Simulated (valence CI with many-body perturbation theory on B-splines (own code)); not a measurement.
## E1 line list for Tb50+

Calculated by configuration interaction combined with many-body perturbation theory (CI+MBPT): five valence electrons over a frozen Dirac-Fock core [Ne], a basis of 9 s, 9 p, 8 d, 6 f, 3 g, 1 h functions for each j, with the one-electron correlation potential Σ1 (screened to all orders), the two-electron term Σ2, the three-electron term Σ3, Breit, model QED; selected single and double excitations, second order for the rest (own B-spline code, finite nucleus).

No measured spectrum was set against this ion. As an estimate, large intervals hold to a few tenths of a per cent, small ones and those within an open d or f shell to about a per cent. Among the levels kept, up to 600 cm⁻¹ of a level comes from second order outside the variational space, and about a tenth of that is noise between levels of different J, which matters for small intervals.

Lines 151 to 200 of 209 in falling wavelength, among levels below 617.02 eV, chosen from the strongest by gf and those to the six lowest levels. Wavelengths and rates use the calculated energies. Electric multipoles are in the length gauge, E1 and E2 with the static RPA response of the core. Weak lines are less certain than strong ones. Lines between different terms over intervals too small for the method are left out, as are lines whose strength nearly cancels. The highest levels of a list are the least certain.

Levels are named by their leading jj configuration (3d3/2^4 stands for four electrons in 3d with j = 3/2), which in mixed levels can hold well under half, so a name can repeat and another be missing. Letters in brackets count levels of one name in rising energy.

| λ vac (Å) | Upper | Lower | A (s⁻¹) | log gf | Branch % |
| --- | --- | --- | --- | --- | --- |
| 37.62 | (3s^2 3p1/2 3d3/2^2) J=5/2 | (3s^2 3p1/2^2 3d5/2) J=5/2 | 3.39e+07 | -4.37 | 0.0 |
| 37.52 | (3s 3p1/2^2 3p3/2 3d5/2) J=7/2 [a] | (3s^2 3p1/2^2 3d5/2) J=5/2 | 1.63e+10 | -1.56 | 8.6 |
| 37.45 | (3s 3p1/2^2 3p3/2 3d5/2) J=3/2 [a] | (3s^2 3p1/2^2 3d5/2) J=5/2 | 5.21e+10 | -1.36 | 35.6 |
| 37.06 | (3s 3p1/2 3p3/2^3) J=3/2 [a] | (3s^2 3p1/2 3p3/2^2) J=3/2 | 4.50e+11 | -0.43 | 91.6 |
| 36.63 | (3s 3p1/2 3p3/2^3) J=5/2 | (3s^2 3p1/2 3p3/2^2) J=5/2 | 4.67e+11 | -0.25 | 97.2 |
| 36.32 | (3s 3p1/2^2 3p3/2 3d3/2) J=3/2 [b] | (3s^2 3p1/2^2 3d3/2) J=3/2 | 2.15e+11 | -0.77 | 81.1 |
| 36.15 | (3s 3p1/2 3p3/2^3) J=1/2 | (3s^2 3p1/2 3p3/2^2) J=1/2 | 5.56e+11 | -0.66 | 57.8 |
| 35.94 | (3s 3p1/2^2 3p3/2 3d5/2) J=7/2 [b] | (3s^2 3p1/2^2 3d5/2) J=5/2 | 3.35e+11 | -0.29 | 68.1 |
| 35.94 | (3s 3p1/2 3p3/2^3) J=3/2 [b] | (3s^2 3p1/2 3p3/2^2) J=1/2 | 1.44e+11 | -0.95 | 13.3 |
| 35.60 | (3s 3p1/2^2 3p3/2^2) J=3/2 | (3s^2 3p1/2^2 3p3/2) J=3/2 | 3.58e+11 | -0.57 | 91.1 |
| 35.56 | (3s 3p1/2^2 3p3/2^2) J=1/2 | (3s^2 3p1/2^2 3p3/2) J=3/2 | 2.47e+11 | -1.03 | 91.7 |
| 35.55 | (3s 3p1/2 3p3/2^3) J=5/2 | (3s^2 3p1/2 3p3/2^2) J=3/2 | 4.42e+07 | -4.30 | 0.0 |
| 35.10 | (3s 3p1/2^2 3p3/2 3d3/2) J=5/2 [b] | (3s^2 3p1/2^2 3d3/2) J=3/2 | 4.56e+11 | -0.30 | 90.8 |
| 34.79 | (3s 3p1/2^2 3p3/2 3d5/2) J=5/2 [b] | (3s^2 3p1/2^2 3d5/2) J=5/2 | 2.07e+11 | -0.65 | 39.4 |
| 34.77 | (3s 3p1/2^2 3p3/2 3d3/2) J=1/2 [b] | (3s^2 3p1/2^2 3d3/2) J=3/2 | 5.04e+11 | -0.74 | 90.4 |
| 34.65 | (3s 3p1/2^2 3p3/2 3d5/2) J=3/2 [b] | (3s^2 3p1/2^2 3d5/2) J=5/2 | 2.95e+11 | -0.67 | 54.5 |
| 34.64 | (3s 3p1/2 3p3/2^3) J=3/2 [b] | (3s^2 3p1/2 3p3/2^2) J=5/2 | 8.19e+11 | -0.23 | 75.7 |
| 33.86 | (3s 3p1/2 3p3/2^3) J=1/2 | (3s^2 3p1/2 3p3/2^2) J=3/2 | 3.84e+11 | -0.88 | 39.9 |
| 33.72 | (3s^2 3p1/2 3d3/2^2) J=3/2 | (3s^2 3p1/2^2 3d5/2) J=5/2 | 2.39e+10 | -1.79 | 1.0 |
| 33.68 | (3s 3p1/2 3p3/2^3) J=3/2 [b] | (3s^2 3p1/2 3p3/2^2) J=3/2 | 9.89e+10 | -1.17 | 9.1 |
| 33.29 | (3s^2 3p1/2 3p3/2 3d3/2) J=5/2 [a] | (3s^2 3p1/2^2 3p3/2) J=3/2 | 1.57e+09 | -2.81 | 30.9 |
| 33.09 | (3s^2 3p1/2 3p3/2 3d3/2) J=3/2 [a] | (3s^2 3p1/2^2 3p3/2) J=3/2 | 8.80e+10 | -1.24 | 89.0 |
| 33.07 | (3s^2 3p1/2 3p3/2 3d3/2) J=1/2 [a] | (3s^2 3p1/2^2 3p3/2) J=3/2 | 3.20e+09 | -2.98 | 43.8 |
| 32.94 | (3s 3p1/2^2 3p3/2 3d5/2) J=5/2 [a] | (3s^2 3p1/2^2 3d3/2) J=3/2 | 1.02e+09 | -3.00 | 0.5 |
| 32.34 | (3s^2 3p1/2 3d3/2^2) J=5/2 | (3s^2 3p1/2^2 3d3/2) J=3/2 | 6.59e+11 | -0.21 | 98.0 |
| 32.22 | (3s 3p1/2^2 3p3/2 3d5/2) J=3/2 [a] | (3s^2 3p1/2^2 3d3/2) J=3/2 | 2.79e+09 | -2.76 | 1.9 |
| 31.85 | (3s^2 3p3/2^2 3d3/2) J=3/2 [a] | (3s^2 3p1/2 3p3/2^2) J=1/2 | 1.15e+11 | -1.15 | 6.3 |
| 31.77 | (3s^2 3p3/2^2 3d3/2) J=1/2 | (3s^2 3p1/2 3p3/2^2) J=1/2 | 1.19e+11 | -1.44 | 6.3 |
| 31.01 | (3s^2 3p3/2^2 3d3/2) J=5/2 | (3s^2 3p1/2 3p3/2^2) J=5/2 | 8.53e+11 | -0.13 | 65.5 |
| 30.97 | (3s^2 3p3/2^2 3d3/2) J=7/2 | (3s^2 3p1/2 3p3/2^2) J=5/2 | 9.21e+11 | 0.02 | 100.0 |
| 30.83 | (3s^2 3p3/2^2 3d3/2) J=3/2 [a] | (3s^2 3p1/2 3p3/2^2) J=5/2 | 6.30e+11 | -0.44 | 34.5 |
| 30.59 | (3s 3p1/2^2 3p3/2 3d5/2) J=1/2 | (3s^2 3p1/2^2 3d3/2) J=3/2 | 3.02e+09 | -3.07 | 1.4 |
| 30.58 | (3s^2 3p3/2^2 3d3/2) J=3/2 [b] | (3s^2 3p1/2 3p3/2^2) J=1/2 | 1.18e+12 | -0.18 | 95.1 |
| 30.42 | (3s^2 3p1/2 3p3/2 3d3/2) J=5/2 [b] | (3s^2 3p1/2^2 3p3/2) J=3/2 | 1.31e+12 | 0.04 | 99.7 |
| 30.23 | (3s^2 3p3/2^2 3d3/2) J=5/2 | (3s^2 3p1/2 3p3/2^2) J=3/2 | 4.48e+11 | -0.43 | 34.4 |
| 30.23 | (3s 3p1/2^2 3p3/2 3d5/2) J=5/2 [b] | (3s^2 3p1/2^2 3d3/2) J=3/2 | 5.59e+08 | -3.34 | 0.1 |
| 30.12 | (3s 3p1/2^2 3p3/2 3d5/2) J=3/2 [b] | (3s^2 3p1/2^2 3d3/2) J=3/2 | 4.97e+10 | -1.57 | 9.2 |
| 30.06 | (3s^2 3p3/2^2 3d3/2) J=3/2 [a] | (3s^2 3p1/2 3p3/2^2) J=3/2 | 1.08e+12 | -0.23 | 59.1 |
| 29.99 | (3s^2 3p3/2^2 3d3/2) J=1/2 | (3s^2 3p1/2 3p3/2^2) J=3/2 | 1.78e+12 | -0.32 | 93.7 |
| 29.87 | (3s^2 3p1/2 3p3/2 3d3/2) J=3/2 [b] | (3s^2 3p1/2^2 3p3/2) J=3/2 | 2.28e+12 | 0.09 | 100.0 |
| 29.86 | (3s^2 3p1/2 3p3/2 3d3/2) J=1/2 [b] | (3s^2 3p1/2^2 3p3/2) J=3/2 | 1.66e+12 | -0.35 | 99.7 |
| 29.66 | (3s^2 3p1/2 3d3/2^2) J=1/2 | (3s^2 3p1/2^2 3d3/2) J=3/2 | 1.55e+12 | -0.39 | 99.0 |
| 29.64 | (3s^2 3p3/2^2 3d3/2) J=3/2 [b] | (3s^2 3p1/2 3p3/2^2) J=5/2 | 5.49e+10 | -1.54 | 4.4 |
| 29.49 | (3s^2 3p3/2^2 3d5/2) J=7/2 | (3s^2 3p1/2 3p3/2^2) J=5/2 | 1.34e+10 | -1.85 | 99.5 |
| 29.42 | (3s^2 3p1/2 3d3/2^2) J=3/2 | (3s^2 3p1/2^2 3d3/2) J=3/2 | 2.38e+12 | 0.09 | 98.1 |
| 29.16 | (3s^2 3p1/2 3p3/2 3d5/2) J=3/2 [a] | (3s^2 3p1/2^2 3p3/2) J=3/2 | 1.02e+10 | -2.28 | 12.2 |
| 28.93 | (3s^2 3p3/2^2 3d3/2) J=3/2 [b] | (3s^2 3p1/2 3p3/2^2) J=3/2 | 3.02e+09 | -2.82 | 0.2 |
| 28.91 | (3s^2 3p1/2 3p3/2 3d5/2) J=5/2 [a] | (3s^2 3p1/2^2 3p3/2) J=3/2 | 2.86e+10 | -1.67 | 30.9 |
| 27.61 | (3s^2 3p1/2 3p3/2 3d5/2) J=5/2 [b] | (3s^2 3p1/2^2 3p3/2) J=3/2 | 1.69e+10 | -1.94 | 3.5 |
| 27.21 | (3s^2 3p1/2 3p3/2 3d5/2) J=3/2 [b] | (3s^2 3p1/2^2 3p3/2) J=3/2 | 3.04e+10 | -1.87 | 14.0 |
